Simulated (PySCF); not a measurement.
NaI: calculation against experiment

**Experimental background.**

Liu, Meijer, Perez-Rios, Phys. Chem. Chem. Phys. 22 (2020) 24191 lists, for the gas: dipole moment 9.2357 D.

How close the calculation comes is told at the end.

Species: NaI.
Numbering: `[Na:1][I:2]`

Geometry (PBE0-D3(BJ)/def2-SVP, Å), atoms numbered from 1 in this order:
```
atom  x, y, z in Å
Na1   -0.1457   -0.7750    1.1113
I2     0.1632    0.7462   -1.1233
```

Runs made with PySCF (gas phase, on this PBE0-D3(BJ)/def2-SVP geometry; no spin–orbit coupling):

| level | job | basis functions | wall time |
| --- | --- | --- | --- |
| PBE0-D3(BJ)/def2-SVP, grid level 1 | geometry optimisation from a GFN2-xTB start shaken at random | 41 | 7.0 s |

Hardware: Arm Neoverse N1, one thread, shared host.

Atoms past Kr carry def2 core potentials in the def2 sets.

## Comparison

**Dipole moment.** Measured: 9.2357 D (Liu, Meijer, Perez-Rios, Phys. Chem. Chem. Phys. 22 (2020) 24191).

```tsv
level	computed (D)	computed − measured (D)	% (from the printed values)
PBE0-D3(BJ)/def2-SVP	8.989	-0.247	-3
```

The computed dipoles belong to one fixed geometry; measured ones are averaged over vibrations unless marked μe. Magnitudes are compared, not signs.

The geometry is computed, not the measured one. Where a level misses, the cause wasn't examined.
